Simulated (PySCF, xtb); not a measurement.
Al(Cl)2(NH2) (AlCl₂H₂N), SMILES [NH2][Al]([Cl])[Cl].

GFN2-xTB in xtb at its own geometry gives an orbital gap of 4.10 eV and a dipole moment of 2.08 D.

Geometry: r2SCAN-D4/def2-SVP. The values are those of a single conformer.

What does PySCF with PBE0/def2-TZVPD give? (An estimate is asked for; the answer gives what the named calculation found.)

gap 7.05 eV (levels -8.07 and -1.03 eV), dipole 2.32 D.
